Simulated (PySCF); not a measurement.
Ligand exchange on a metal centre used in film growth or etching (Ti Cl-NH2). All species are isolated molecules in the gas phase. One relaxed conformer stands for each flexible species; it need not be the lowest.

Calculation: PBE-D3(BJ)/def2-TZVP // r2SCAN-D4/def2-SVP (PySCF 2.14.0). 

| species | LUMO (eV) | charge on the central atom (Mulliken) (e) | charge on the central atom (meta-Löwdin) (e) | mean distance from the central atom to its bonded neighbours (Å) |
|---|---|---|---|---|
| 0 of 4 Cl replaced by NH2 | -4.58 | 0.96 | 1.01 | 2.167 |
| 1 of 4 Cl replaced by NH2 ([Ti(Cl)3(NH2)]) | -4.11 | 1.05 | 1.06 | 2.101 |
| 3 of 4 Cl replaced by NH2 ([Ti(Cl)(NH2)3]) | -2.28 | … | 1.10 | 1.963 |
| 4 of 4 Cl replaced by NH2 ([Ti(NH2)4]) | … | … | 1.11 | … |

Q: Complete the blanks.

A: 
- 3 of 4 Cl replaced by NH2 ([Ti(Cl)(NH2)3]), charge on the central atom (Mulliken) (e): 1.27
- 4 of 4 Cl replaced by NH2 ([Ti(NH2)4]), LUMO (eV): -1.66
- 4 of 4 Cl replaced by NH2 ([Ti(NH2)4]), charge on the central atom (Mulliken) (e): 1.46
- 4 of 4 Cl replaced by NH2 ([Ti(NH2)4]), mean distance from the central atom to its bonded neighbours (Å): 1.891
